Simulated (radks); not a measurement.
Task: Species: Ti X. Configuration: [Ne] 3s2 3p1 (the NIST ground configuration). Method: Dirac Kohn-Sham, Slater X-alpha with alpha = 0.725, spin-unpolarised, spherical densities, point nucleus; open shells are shared between the two j in proportion to 2j + 1; computed with a radial shooting solver on a logarithmic mesh with Libxc functionals.

Spin-orbit splittings of the eigenvalues, e(l+1/2) - e(l-1/2), with zeta = 2 splitting/(2l+1) and mean radii in bohr:

shell  occ.  splitting (eV)  zeta (eV)  <r> j=l-1/2  <r> j=l+1/2
2p        6               ?          ?       0.2845       0.2871
3p        1           1.041     0.6939       0.8848       0.8893

Estimate the 2p splitting.

Result: 5.923 eV (zeta = 3.949 eV).
